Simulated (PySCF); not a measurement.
Working out the excitation energy of Se

Se [Ar] 3d10 4s2 4p4 (3P) → Se [Ar] 3d10 4s1 4p4 5s1 (5P). Calculation: PySCF 2.14, in aug-cc-pVDZ-PP with ECP10MDF (5s4p3d, 32 functions); scalar relativity through the core potential. Frozen: 3s2 3p6 3d10. Energies in hartree (1 hartree = 27.21139 eV):

```tsv
part	Se (lower)	Se (upper)
UHF	-371.846027	-371.247853
CCSD correlation	-0.092091	-0.107104
(T)	-0.001516	-0.005153
```

**Question.** What does Hartree-Fock give?

**Answer.** (-371.247853) − (-371.846027) = 0.598174 hartree = 16.277 eV.

**Question.** What do CCSD and CCSD(T) give?

**Answer.** The CCSD correlation energies differ by -0.015013 hartree = -0.409 eV and the triples by -0.003637 hartree = -0.099 eV, so CCSD gives 15.868 eV and CCSD(T) 15.769 eV.

The upper state lies above the first ionisation limit, where it may autoionise and the basis confines it. A Rydberg-like electron needs more diffuse functions than a valence basis has.

A double-zeta basis recovers only part of the correlation energy.

The coupled-cluster amplitudes are large, so a single reference is strained.
